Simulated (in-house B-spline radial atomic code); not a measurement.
Settings and results of a run for Ni³⁺. Level of theory: scalar-relativistic (X2C) Hartree-Fock, spin-polarised, averaged over the determinants with the given up and down occupations, Fermi nucleus of rms radius 3.7757 fm, inside a hard spherical wall at 3.4 bohr; calculated with an all-electron radial atomic-structure program (B-spline basis).

Command:
```bash
python run_scf.py task.json out
```
Settings (nuclear radius in fm, mass in u):
```
Z                28
configuration    [Ar] 3d7
hamiltonian      x2c
method           hf
spin_polarised   True
nucleus          fermi
rms_radius       3.7757
atomic_mass      57.93534
speed_of_light   137.035999084
wall_radius      3.4
```

Output (hartree, bohr):
```
 radial grid: 62 intervals, B-splines of order 8, outer radius 3.4 bohr

 iter        energy (Eh)    residual
    1      -1506.0070061    4.87e-01
    2      -1512.6837454    4.79e-01
    3      -1516.7758927    1.04e-01
    4      -1517.0280634    2.34e-02
    5      -1517.0340853    1.27e-02
    6      -1517.0379873    5.97e-04
    7      -1517.0380060    2.81e-04
    8      -1517.0380085    7.39e-05
    9      -1517.0380087    3.97e-06
   10      -1517.0380087    3.91e-07
   11      -1517.0380087    1.85e-08

 total energy                    -1517.038009
 kinetic                           1542.51487
 electron-nucleus                 -3612.17243
 electron-electron                  552.61955

 orbital      occ     eigenvalue          <r>       <r^2>       <1/r>       r_max
 1s up      1.000     -310.26432    0.0537226  0.00389483     28.5328     0.03503
 1s down    1.000     -310.26447    0.0537218  0.00389466      28.533     0.03503
 2s up      1.000      -40.16154     0.243742   0.0701905     6.16478       0.204
 2s down    1.000      -40.04220     0.243193    0.069829      6.1779      0.2038
 2p up      3.000      -34.62134     0.215203   0.0568555     5.95966      0.1649
 2p down    3.000      -34.50429     0.214446   0.0563792     5.97436      0.1647
 3s up      1.000       -6.59555     0.733953    0.620087     1.93388      0.6383
 3s down    1.000       -6.28308     0.737094    0.625749     1.92103      0.6387
 3p up      3.000       -4.91853     0.767333    0.690345     1.78549      0.6469
 3p down    3.000       -4.54151     0.774537    0.704298     1.76436      0.6483
 3d up      5.000       -2.20408     0.869336     0.93768     1.47512      0.6244
 3d down    2.000       -2.01496     0.896372     1.00286     1.44271      0.6309

 Slater integrals (Eh)
   F0(3p up,3p up)               1.176925
   F2(3p up,3p up)               0.591155
   F0(3p up,3p down)             1.171674
   F2(3p up,3p down)             0.588506
   F0(3p up,3d up)               1.109440
   F2(3p up,3d up)               0.531353
   G1(3p up,3d up)               0.656206
   G3(3p up,3d up)               0.400633
   F0(3p up,3d down)             1.092575
   F2(3p up,3d down)             0.520081
   F0(3p down,3p down)           1.166491
   F2(3p down,3p down)           0.585922
   F0(3p down,3d up)             1.104929
   F2(3p down,3d up)             0.529543
   F0(3p down,3d down)           1.088225
   F2(3p down,3d down)           0.518431
   G1(3p down,3d down)           0.642598
   G3(3p down,3d down)           0.390304
   F0(3d up,3d up)               1.055865
   F2(3d up,3d up)               0.497615
   F4(3d up,3d up)               0.311363
   F0(3d up,3d down)             1.040567
   F2(3d up,3d down)             0.488062
   F4(3d up,3d down)             0.304890
   (list cut)
```

Cost of the run: 0.18 s on 1 thread of Arm Neoverse V2, with other jobs on the host.

One-electron X2C: radii and densities carry no picture-change correction, so inner-shell <1/r> comes out high (for 1s by about 2 % at Z = 33, 5 % at 54, 10 % at 75, 30 % at 118) and <r> low.
